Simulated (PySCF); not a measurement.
**Two-component Hartree-Fock for In(4+) (indium, charge +4)**

Start: [Kr] 4d9; 4d3/2 filled at m_j = -3/2, -1/2, +1/2, +3/2; 4d5/2 filled at m_j = -3/2, -1/2, +1/2, +3/2, +5/2. Calculated with PySCF 2.14 in x2c-TZVPPall-2c (8s9p5d2f, 74 functions): generalised Hartree-Fock with the X2C-1e Hamiltonian and a Gaussian nucleus; one run each with spin-orbit coupling (SO) switched off, then screened by Boettger's factors.

```csv
spinor shell,electrons,"ε, spin-free (eV)","ε, screened SO (eV)",weight of nominal j (screened SO),"rms radius, screened SO (bohr)"
1s1/2,2,-28131.1,-28128.6,1.000,0.0340
2s1/2,2,-4344.8,-4344.1,1.000,0.139
2p1/2,2,-3897.8,-4044.1,1.000,0.120
2p3/2,4,-3897.8,-3830.8,1.000,0.125
3s1/2,2,-903.18,-902.97,1.000,0.371
3p1/2,2,-753.21,-780.51,1.000,0.365
3p3/2,4,-753.21,-740.60,1.000,0.376
3d3/2,4,-520.90,-525.75,0.999,0.350
3d5/2,6,-520.90,-517.45,0.999,0.353
4s1/2,2,-191.88,-191.82,1.000,0.903
4p1/2,2,-144.52,-150.24,0.988,0.959
4d3/2,4,-74.320,-75.169,0.920,1.19
4d5/2,5,-74.320,-73.666,0.936,1.20
```

Where does 4p3/2 lie, and what is the 4p spin-orbit splitting (screened SO)?

At -141.82 eV, 8.420 eV above 4p1/2.

```
   quantity    spin-free  screened SO
E (hartree)  -5873.81667  -5875.11291
        M_J          5/2          5/2
       ⟨J²⟩        8.752        8.752
       ⟨L²⟩        6.002        6.018
       ⟨S²⟩        0.750        0.766
```

Each row is a mean over spinors that exchange with the open shell spreads, by up to 6.389 eV (4p3/2).

Breit and QED terms are absent; they matter most for the inner s and p1/2 levels.

Densities and radii are taken from the X2C orbitals without a picture-change correction, which distorts them close to the nucleus.

Without spin-orbit coupling the j labels of p, d and f shells carry no meaning; the spin-free column gives the mean over the occupied spinors of each nl shell.
